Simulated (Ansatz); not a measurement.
Start from `[SiH3]O[Si]O[SiH3]` and change one atom or group to get `CC[Si]O[SiH3]`.

Ansatz, PBE0-D4/def2-TZVP geometries, multiplicity 1. Each molecule was computed in one conformer, which needn't be the lowest.

```tsv
property	`[SiH3]O[Si]O[SiH3]`
LUMO energy (ωB97M-V/def2-TZVPP) / eV	0.56
HOMO–LUMO gap (PBE/def2-TZVPP) / eV	3.71
LUMO energy (PBE0/def2-TZVPP) / eV	-1.41
HOMO energy (ωB97M-V/def2-TZVPP) / eV	-9.26
size of the dipole moment (B3LYP/def2-TZVPP) / D	0.03
HOMO energy (PBE0/def2-TZVPP) / eV	-7.08
```

What does the change do to each property? (Best estimate.)

The calculation gave: 
```
                                        property  `CC[Si]O[SiH3]`  shift
           LUMO energy (ωB97M-V/def2-TZVPP) / eV             0.12  -0.44
             HOMO–LUMO gap (PBE/def2-TZVPP) / eV             2.34  -1.37
              LUMO energy (PBE0/def2-TZVPP) / eV            -1.84  -0.43
           HOMO energy (ωB97M-V/def2-TZVPP) / eV            -8.19   1.07
size of the dipole moment (B3LYP/def2-TZVPP) / D             1.40   1.37
              HOMO energy (PBE0/def2-TZVPP) / eV            -6.08   1.00
```

With PBE0 the HOMO rises by 1.00 eV and the LUMO falls by 0.43 eV, so the gap narrows by about 1.43 eV. PBE moves the HOMO by 0.94 eV and ωB97M-V by 1.07 eV. The zero-point energy changes by 91.6 kJ/mol with +6 modes.

B3LYP here is the variant with VWN-RPA as its local correlation; programs differ in this.
